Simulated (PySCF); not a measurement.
**Dipole response of Fe⁺ (iron, charge +1)**

[Ar] 3d6 4s1, high-spin 6D determinant. All numbers are calculated (PySCF 2.14, the spin-free X2C one-electron Hamiltonian (Gaussian nucleus), in aug-cc-pwCVTZ-DK (10s9p7d4f3g, 127 functions)). Coupled (time-dependent) response in atomic units; α is the mean over directions.

```json
{"method": "B97-3", "mean α (bohr³)": "26.49", "α xx, yy, zz": "25.81, 25.81, 27.85", "C₆ (like pair)": "131.6", "S(−4)": "589.8"}
```

S(−4) is the Cauchy moment in α(ω) = α(0) + S(−4) ω² + …

α(iu) at B97-3:

```tsv
u (hartree)	α(iu) (bohr³)
0	26.49
0.0500	25.11
0.100	21.82
0.200	14.89
0.300	10.36
0.500	6.038
0.750	3.880
1.00	2.839
1.50	1.811
2.00	1.293
3.00	0.7744
5.00	0.3755
```

A single London oscillator, α(iu) = α/(1 + u²/ω²), gives C₆ = (3/4) ω α². Matching the computed C₆ needs ω = 4 × 131.6 / (3 × 26.49²) = 0.250 hartree.

For an ion, C₆ is the dispersion term alone; charge-induced terms of lower order in 1/R come first.

The components differ because the open shell of this determinant is not spherical; for a pure term their mean is the scalar polarisability.
